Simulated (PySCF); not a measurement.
Match the calculated data to a structure.

All candidates are C6H8F (charge +1).

- 1H NMR: chemical shifts (computed TMS as zero) by class: 10.95 (1 H), 5.44 (2 H), 4.41 (3 H), 4.36 (2 H) ppm [GIAO PBE0/pcSseg-1]
- Rotational structure: rotational constants A, B, C: 4.330, 1.728, 1.482 GHz [GFN2-xTB]
- 13C NMR: chemical shifts (computed TMS as zero) by class: 286.8 (1 C), 216.8 (1 C), 103.5 (1 C), 90.9 (1 C), 67.1 (1 C), 56.2 (1 C) ppm [GIAO PBE0/pcSseg-1]
- NMR, other nuclei: isotropic shieldings of nuclei other than C and H, by class: 383 (1 F) ppm [GIAO PBE0/pcSseg-1]

The electronic properties come from PySCF, for the isolated species, density fitting. Levels stand in brackets. Isolated species at its GFN2-xTB geometry (one conformer only). NMR values are class means; diastereotopic atoms form classes of their own.

Question: Which candidate is it?
A. `C=CC(=C)[CH+]CF`
B. `C[c+]1cc1[C@H](C)F`
C. `C#C[C+](C)CCF`

Answer: C. It is `C#C[C+](C)CCF`. Numbering: `[CH:1]#[C:2][C+:3]([CH3:4])[CH2:5][CH2:6][F:7]`. 6 carbons fall into 6 classes; from least to most shielded: carbon bonded to 3 C [C3] (286.8 ppm), carbon bonded to C and H [C1] (216.8 ppm), carbon bonded to 2 C [C2] (103.5 ppm), sp3 C–F carbon [C6] (90.9 ppm), chain CH2 carbon [C5] (67.1 ppm), methyl carbon [C4] (56.2 ppm). Hydrogen classes from least to most shielded: 1 H on a carbon bonded to C and H, C1 (10.95 ppm), 2 H on an sp3 C–F carbon, C6 (5.44 ppm, a mean of values up to 0.9 ppm apart in this geometry), 3 H on a methyl carbon, C4 (4.41 ppm), 2 H on a chain CH2 carbon, C5 (4.36 ppm, a mean of values up to 0.5 ppm apart in this geometry). The other shieldings belong to: 383 ppm, alkyl fluorine [F7]. The optimised geometry has point group C1 and is an asymmetric top.

The others, at the same levels:
- `C[c+]1cc1[C@H](C)F` fails: its computed 13C shifts are 196.2 (1 C), 193.0 (1 C), 171.5 (1 C), 90.7 (1 C), 22.1 (1 C), 15.1 (1 C) ppm, 1H shifts are 9.84 (1 H), 6.80 (1 H), 3.78 (3 H), 2.26 (3 H) ppm and rotational constant A is 4.666 GHz (against 4.330 GHz).
- `C=CC(=C)[CH+]CF` fails: its computed 13C shifts are 253.0 (1 C), 220.4 (1 C), 159.5 (1 C), 145.3 (1 C), 134.0 (1 C), 94.3 (1 C) ppm, 1H shifts are 10.67 (1 H), 9.50 (1 H), 9.14 (1 H), 7.14 (1 H), 7.12 (2 H), 7.11 (1 H), 6.13 (1 H) ppm and rotational constant A is 3.908 GHz (against 4.330 GHz).

Each candidate is one conformer, not necessarily the lowest. Dipoles, sizes and rotational constants follow the conformer. The torsions of the flexible species, by atom-mapped SMILES:
- `[CH:1]#[C:2][C+:3]([CH3:4])[CH2:5][CH2:6][F:7]`: C2–C3–C5–C6 -89°, C3–C5–C6–F7 -62°
- `[CH3:1][c+:2]1[cH:3][c:4]1[C@H:5]([CH3:6])[F:7]`: C3–C4–C5–C6 -57°
- `[CH2:1]=[CH:2][C:3](=[CH2:4])[CH+:5][CH2:6][F:7]`: C1–C2–C3–C4 -153°, C2–C3–C5–C6 3°, C3–C5–C6–F7 166°
